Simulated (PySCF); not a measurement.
## BCl3: calculation and literature

Geometry:
```csv
atom,x (Å),y (Å),z (Å)
Cl1,-0.795,-1.557,0.006
B2,0.025,-0.020,-0.021
Cl3,-0.893,1.461,-0.028
Cl4,1.766,0.035,-0.033
```

The experiment to reproduce: δ 11B B2 46.4 ppm (measured; solution, toluene; H. S. Rzepa et al., J. Org. Chem. 2018, An accessible method for DFT calculation of 11B NMR shifts).
δ 11B B2 46.5 ppm (measured; Macháček, Bühl, Fanfrlík, Hnyk, 11B NMR of BX3 and BX4-, J. Phys. Chem. A (author manuscript)).

All values are calculated (PySCF): NMR shieldings at PBE0/pcSseg-1/GIAO, coordinates at the PBE0-D3(BJ)/def2-SVP level. Single conformer, non-relativistic Hamiltonian, no solvent model, averaged over atoms made equivalent by symmetry, fast rotation or ring inversion.

Question: What does the calculation give, and how does it compare?

Answer: 
Reference values: measured (solution, toluene; H. S. Rzepa et al., J. Org. Chem. 2018, An accessible method for DFT calculation of 11B NMR shifts).
| atoms | quantity | reference | computed |
| --- | --- | --- | --- |
| B2 | δ 11B vs BF3.OEt2 | 46.4 | 51.1 |

Reference values: measured (Macháček, Bühl, Fanfrlík, Hnyk, 11B NMR of BX3 and BX4-, J. Phys. Chem. A (author manuscript)).
```json
{"atoms": "B2", "quantity": "δ 11B vs BF3.OEt2", "reference": "46.5", "computed": "51.1"}
```

Computed shifts are σ(ref) − σ with the named reference compound (TMS for H and C) calculated as an isolated molecule at the same level.

Question: How far are the unscaled 11B shifts from the references?

Answer: Mean signed difference +4.65 ppm, mean absolute 4.65 ppm over 2 comparisons; the largest is +4.7 ppm at B2 (boron bonded to 3 Cl).
